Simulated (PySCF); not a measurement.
**From computed data to an observable: dipole moment from atomic charges**

Te(F)(OSiH3) (FH3OSiTe), SMILES O([SiH3])[Te]F. Atoms are numbered in the order given.

```xyz
7

Te    -0.2218     0.5519     0.5806
F     -1.9778    -0.2133     0.1443
O      0.9181    -0.9614    -0.0718
Si     1.2727    -1.1118    -1.7353
H      0.0132    -1.2531    -2.5425
H      2.1098    -2.3518    -1.8498
H      2.0473     0.0816    -2.2271
```
Charge 0, spin multiplicity 1.

Coordinates come from a PBE-D3(BJ)/def2-SVP optimisation. The def2 effective core potentials stand for the cores of Te; spin–orbit coupling is left out. Other conformers were not sampled.

Charges (e) from HF/def2-TZVP run with PySCF:

```
atom  ESP fit  Mulliken
----  -------  --------
Te1     0.458     0.837
F2     -0.294    -0.509
O3     -0.389    -0.690
Si4     0.537     0.507
H5     -0.101    -0.038
H6     -0.089    -0.048
H7     -0.123    -0.058
```

The dipole moment of the full density is 2.84 D.

Problem. What dipole moment does each set of point charges give, and which comes closer to that of the density?

Solution. 
μ = Σ q r, and 1 e Å = 4.8032 D.
ESP fit: Σ q r = (0.365, 0.418, 0.015) e Å, |μ| = 2.67 D.
Mulliken: Σ q r = (0.612, 0.826, -0.103) e Å, |μ| = 4.96 D.
ESP fit comes closer in size. Point charges leave out the atoms' own dipoles (lone pairs, polarised bonds); fits to the potential absorb them, partitions of the density don't.
